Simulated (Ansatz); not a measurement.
Geometry optimisation, Ansatz 0.2.0, DFT PBE-D3(BJ), scalar-relativistic, plane waves, PAW.

Input file:

```yaml
crystal:
  lattice:
    - [5.48, 0.0, 0.0]
    - [2.74, 4.745819, 0.0]
    - [0.0, 0.0, 15.39496]
  atoms:
    - { symbol: Tc, position: [0.0, 0.0, 0.06495632] }
    - { symbol: Tc, position: [0.5, 0.0, 0.06495632] }
    - { symbol: Tc, position: [-1.0e-08, 0.50000002, 0.06495632] }
    - { symbol: Tc, position: [0.49999999, 0.50000002, 0.06495632] }
    - { symbol: Tc, position: [-0.16666667, 0.33333335, 0.20769654] }
    - { symbol: Tc, position: [0.33333333, 0.33333335, 0.20769654] }
    - { symbol: Tc, position: [-0.16666669, 0.83333337, 0.20769654] }
    - { symbol: Tc, position: [0.33333331, 0.83333337, 0.20769654] }
    - { symbol: Tc, position: [0.0, 0.0, 0.35043677] }
    - { symbol: Tc, position: [0.5, 0.0, 0.35043677] }
    - { symbol: Tc, position: [-1.0e-08, 0.50000002, 0.35043677] }
    - { symbol: Tc, position: [0.49999999, 0.50000002, 0.35043677] }
    - { symbol: Au, position: [0.33333333, 0.33333335, 0.50763107] }
basis:
  ecutwfc: 600.0
kpoints:
  mp_grid: { grid: [4, 4, 1] }
hamiltonian:
  xc: pbe
  dispersion: d3bj
scf:
  occupations: { method: fermi_dirac, width: 0.05 }
  lower_state_search: "off"
relax:
  f_tol: 0.03
  max_steps: 60
  adjacent_minimum: "off"
  constraints: [{ sites: [0, 1, 2, 3] }]
```

Launched with:

```bash
$ ansatz run input.yaml --threads 4 --pin off --max-ram 10240MiB --backend cpu --events-out ev --progress --plain --runs-dir out
```

Problem. Where does it end, and by what steps?

Solution. The forces met the threshold. The force dipped under the threshold on the way, but the program's further checks kept it going. Limits of this set-up: coarse k mesh, thin slab, slab without dipole correction, a typed lattice constant that wasn't relaxed here. After 5 steps the energy has fallen by 0.505 eV; Au13 moved furthest, 0.42 Å.

```json
{"step": "0", "energy less start (eV)": "0.0000", "largest force component (eV/Å)": "1.481", "accepted": "yes"}
{"step": "1", "energy less start (eV)": "-0.3556", "largest force component (eV/Å)": "0.822", "accepted": "yes"}
{"step": "2", "energy less start (eV)": "-0.4916", "largest force component (eV/Å)": "0.273", "accepted": "yes"}
{"step": "3", "energy less start (eV)": "-0.5017", "largest force component (eV/Å)": "0.147", "accepted": "yes"}
{"step": "4", "energy less start (eV)": "-0.5053", "largest force component (eV/Å)": "0.026", "accepted": "yes"}
{"step": "5", "energy less start (eV)": "-0.5053", "largest force component (eV/Å)": "0.026", "accepted": "yes"}
```

```xyz
13
Lattice="5.4800 0.0000 0.0000 2.7400 4.7458 0.0000 0.0000 0.0000 15.3950" Properties=species:S:1:pos:R:3
Tc 0.000 0.000 1.000
Tc 2.740 0.000 1.000
Tc 1.370 2.373 1.000
Tc 4.110 2.373 1.000
Tc 0.000 1.581 3.101
Tc 2.740 1.582 3.118
Tc 1.370 3.955 3.101
Tc 4.110 3.955 3.101
Tc 0.000 0.000 5.237
Tc 2.740 -0.034 5.222
Tc 1.341 2.390 5.222
Tc 4.139 2.390 5.222
Au 2.740 1.582 7.399
```

Whether the end is a true minimum wasn't checked by a vibrational analysis.

Run time: 55 s on 4 threads of Arm Neoverse V1, on a shared host, peak memory 1.8 GiB.
